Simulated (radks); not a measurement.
These are the eigenvalues of the occupied orbitals of an atom or ion with whole-number occupations (eV). Method: non-relativistic Kohn-Sham, HCTH/407, spin-polarised, spherical densities, point nucleus; computed with a radial shooting solver on a logarithmic mesh with Libxc functionals.

| orbital | eigenvalue |
|---|---|
| 1s | -3509.230 |
| 2s | -358.2184 |
| 2p | -288.0753 |
| 3s | -41.6105 |
| 3p | -25.3220 |

Which element is it, and in what charge state? The configuration may be excited. Open shells, if any, are filled with parallel spins first.

Answer. Z = 19, potassium, charge +1: K+ in [Ar]. The list shows which subshells hold electrons but not how many an open one holds; the 1s level, -128.96 hartree, gives Z - s = 16.1 by -(Z - s)^2/2, which with screening narrows Z to a few neighbours, and the depths of the outer levels then fix element, charge and occupations together.
